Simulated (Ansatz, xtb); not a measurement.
System: ZnBr, charge 1, multiplicity 1. SMILES: [Br][Zn+]
Structure (B3LYP-D3(BJ)/def2-TZVP (Ansatz, an electronic-structure program) minimum search):
```
Zn
Br 1 2.2139
```
Charge +1, spin multiplicity 1.

Harmonic wavenumbers from GFN2-xTB (xtb, at its own minimum), cm⁻¹: 293.

Task: Give the harmonic wavenumbers at B3LYP-D3(BJ)/def2-TZVP (Ansatz, finite differences of forces, unscaled).

Result: 322 cm⁻¹. Zero-point energy 0.5 kcal/mol.

Task: From these and the geometry, give the ideal-gas thermochemistry at 298.15 K and 1 atm (rigid rotor, harmonic oscillator).

Result: Point group C∞v, rotational symmetry number 1. Rotational constants 2.868, 2.868 GHz. S(trans) 40.83, S(rot) 17.25, S(vib) 1.30, S(elec, spin only) 0.00, S 59.4 cal/(mol K). H(298) - H(0) 2.32 kcal/mol; G - E(el) -14.9 kcal/mol.
